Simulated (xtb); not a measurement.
xtb input (GFN1-xTB):

```bash
xtb mol.xyz --gfn 1 --opt tight --chrg 0 --uhf 0
```
mol.xyz:
```
13

O     -3.31018906     1.31286064    -0.13628535
C     -2.53825011     0.15458153     0.16368699
C     -1.07530659     0.49781424    -0.06292508
C     -0.16511998    -0.67778108     0.25196179
Se     1.74891879    -0.32378263    -0.08881473
H     -4.24126790     1.11169628     0.00078095
H     -2.69285740    -0.15691365     1.20504849
H     -2.82820549    -0.68478334    -0.48195712
H     -0.81663863     1.35321872     0.56548044
H     -0.93829624     0.81245859    -1.09891743
H     -0.38532228    -1.53437996    -0.38659491
H     -0.26233630    -1.00231644     1.28669067
H      1.85525800     0.75905626     0.90311017
```

End of the output:

```
           -------------------------------------------------

      molecular mass/u    :      139.0545272
   center of mass at/Å    :        0.2022281      -0.0209909      -0.0254587
  moments of inertia/u·Å² :        0.3048996E+02   0.5687451E+03   0.5865283E+03
rotational constants/cm⁻¹ :        0.5528912E+00   0.2964005E-01   0.2874138E-01
Note: The following floating-point exceptions are signalling: IEEE_DENORMAL
normal termination of xtb

 * 11 selected distances

     #   Z          #   Z                                           value/Å
     1   8 O        2   6 C                                       1.4148272
     2   6 C        3   6 C                                       1.5304260 (max)
     3   6 C        4   6 C                                       1.5210657
     1   8 O        6   1 H                                       0.9646277 (min)
     2   6 C        7   1 H                                       1.1036202
     2   6 C        8   1 H                                       1.1034837
     3   6 C        9   1 H                                       1.0937805
     3   6 C       10   1 H                                       1.0934117
     4   6 C       11   1 H                                       1.0897205
     4   6 C       12   1 H                                       1.0901821
     5  34 Se      13   1 H                                       1.4499481

 * 5 distinct bonds (by element types)

   Z      Z             #   av. dist./Å        max./Å        min./Å
   1 H    6 C           6     1.0956998     1.1036202     1.0897205
   6 C    6 C           2     1.5257458     1.5304260     1.5210657
   1 H    8 O           1     0.9646277     0.9646277     0.9646277
   6 C    8 O           1     1.4148272     1.4148272     1.4148272
   1 H   34 Se          1     1.4499481     1.4499481     1.4499481

optimized geometry written to: xtbopt.xyz

           -------------------------------------------------
          | TOTAL ENERGY              -18.697580753322 Eh   |
          | GRADIENT NORM               0.000118953629 Eh/α |
          | HOMO-LUMO GAP               4.981868785318 eV   |
           -------------------------------------------------

------------------------------------------------------------------------
------------------------------------------------------------------------
 total:
 SCF:
 ANC optimizer:
```
